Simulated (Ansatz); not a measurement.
C₂H₅BF₂O, SMILES `CBC(O)(F)F` from Hartree–Fock to CCSD(T)

Cartesian coordinates in Å:
```
C -0.4785 -1.2924 0.8762
B 0.4595 -0.2917 0.1779
C -0.0768 1.0376 -0.5287
O 0.3488 1.1744 -1.8231
F 0.3547 2.1127 0.2197
F -1.4195 1.1411 -0.5792
H -0.0832 -2.3048 0.9641
H -1.4944 -1.3031 0.4778
H -0.5654 -0.9065 1.9070
H 1.6514 -0.4194 0.1505
H 1.3036 1.0522 -1.8421
```

Total charge 0; spin multiplicity 1. Geometry: relaxed with PBE0-D4/def2-TZVP. It is one conformer, not always the lowest. Frozen core, restricted reference, the Gaussian-basis code of Ansatz. CBS rows extrapolate triple and quadruple zeta; past MP2 they add the triple-zeta difference.

```csv
basis,HF (Eh),MP2 corr.,CCSD corr.,(T),CCSD(T) total
def2-TZVPP,-377.23317,-1.16799,-1.19887,-0.04144,-378.47348
def2-QZVPP,-377.24980,-1.26445,–,–,–
CBS(def2),-377.25209,-1.33590,-1.36678,as TZ,-378.66031
```
